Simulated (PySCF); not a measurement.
C2H7Ga.

```xyz
10

Ga    -0.0002    -0.3280     0.0000
H      0.0016    -1.9094     0.0000
C      0.0000     0.6147     1.7302
H      0.8889     0.3287     2.3166
H     -0.0099     1.7092     1.6233
H     -0.8768     0.3130     2.3269
C      0.0000     0.6147    -1.7302
H      0.8889     0.3287    -2.3166
H     -0.8768     0.3130    -2.3269
H     -0.0099     1.7092    -1.6233
```
Charge 0, spin multiplicity 1.

Geometry: PBE0-D3(BJ)/def2-SVP. The structure was generated by enumeration; whether it is a known compound was not checked.

Method: B3LYP/pcSseg-1 in PySCF. Non-relativistic, no solvent.

Computed absolute GIAO shielding of each atom: isotropic value and principal components (ppm):
```csv
atom,σ(iso),σ11,σ22,σ33,span
Ga1,968.5,657.9,977.7,1269.8,611.9
H2,25.0,20.0,21.2,33.9,14.0
C3,176.3,155.3,186.3,187.3,31.9
H4,31.1,27.3,28.0,38.1,10.8
H5,30.9,26.5,29.1,37.0,10.5
H6,31.1,27.3,28.0,38.1,10.8
C7,176.3,155.3,186.3,187.3,31.9
H8,31.1,27.3,28.0,38.1,10.8
H9,31.1,27.3,28.0,38.1,10.8
H10,30.9,26.5,29.1,37.0,10.5
```
